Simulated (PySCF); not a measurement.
# Field gradients at the hydrogen positions

Species: C6H13PSSi.
Geometry (GFN2-xTB, Å), atoms numbered from 1 in this order:
```xyz
22
C6H13PSSi angstrom
C     -1.8108   -1.2944    0.9019
C     -0.6437   -0.7508    0.1495
C     -0.6424    0.3439   -0.6150
Si    -2.1177    1.4632   -0.9625
C      0.6734    0.6660   -1.2719
P      1.9205   -0.2852   -0.2950
C      2.2124    0.7466    1.1957
S      3.5227   -0.9282   -1.1761
C      0.6517   -1.5111    0.2540
H     -1.5878   -1.3247    1.9689
H     -2.6980   -0.6873    0.7459
H     -2.0203   -2.3152    0.5817
H     -2.6433    1.9931    0.2997
H     -3.1600    0.7079   -1.6605
H     -1.6494    2.5680   -1.8001
H      0.7025    0.3092   -2.3070
H      0.8992    1.7347   -1.2834
H      2.7692    0.1523    1.9199
H      1.2720    1.0830    1.6274
H      2.8210    1.6020    0.9039
H      0.6724   -2.3611   -0.4374
H      0.8463   -1.8923    1.2595
```

Level: PBE0/pcSseg-1 (PySCF, non-relativistic); Q(2H) = 0.00286 b; rigid geometry, the same for H and D, with no vibrational averaging.

**Question.** Rank these positions by the coupling χzz of a deuteron there, largest first.
A. H13 (Si–H hydrogen)
B. H21 (methylene hydrogen)
C. H20 (methyl hydrogen)
D. H17 (methylene hydrogen)

**Answer.** C (209 kHz), D (205 kHz), B (200 kHz), A (108 kHz).

**Question.** What are Vzz, η and χzz (234.96 MHz × Q × Vzz) at all hydrogens?

**Answer.** 
```tsv
atom	bonded to	bond length (Å)	Vzz (au)	η	χzz (kHz)
H10	C1	1.091	0.3090	0.03	208
H11	C1	1.086	0.3155	0.05	212
H12	C1	1.090	0.3090	0.02	208
H13	Si4	1.466	0.1614	0.01	108
H14	Si4	1.464	0.1629	0.01	109
H15	Si4	1.463	0.1620	0.02	109
H16	C5	1.095	0.2989	0.00	201
H17	C5	1.092	0.3048	0.02	205
H18	C7	1.090	0.3108	0.02	209
H19	C7	1.088	0.3135	0.00	211
H20	C7	1.090	0.3110	0.02	209
H21	C9	1.096	0.2983	0.00	200
H22	C9	1.093	0.3048	0.02	205
```

**Question.** Average by the element that carries the hydrogen.

**Answer.** on C: 207 kHz over 10 positions, mean bond length 1.091 Å; on Si: 109 kHz over 3 positions, mean bond length 1.465 Å.

**Question.** How does χzz go with the bond length over the 10 C–H bonds?

**Answer.** A straight-line fit has a slope of -12.8 kHz for each 0.01 Å, with a correlation coefficient of -0.99, over lengths from 1.086 to 1.096 Å. The longer bonds have the smaller couplings here.

**Question.** Give the 2H NMR doublet splittings at H13 for a magnetic field along the z, y and x axes of the gradient: 3χ/2, 3χ(1 + η)/4, 3χ(1 − η)/4.

**Answer.** With |χ| = 108.5 kHz and η = 0.013: 163, 82 and 80 kHz, to first order and without motion.

Geometry: GFN2-xTB, one conformer, isolated molecule. GFN2-xTB bond lengths can be off by several hundredths of an ångström, more for odd bonds, and the gradients follow them. The basis is small and wasn't made for field gradients, so the couplings can be 20 % off.
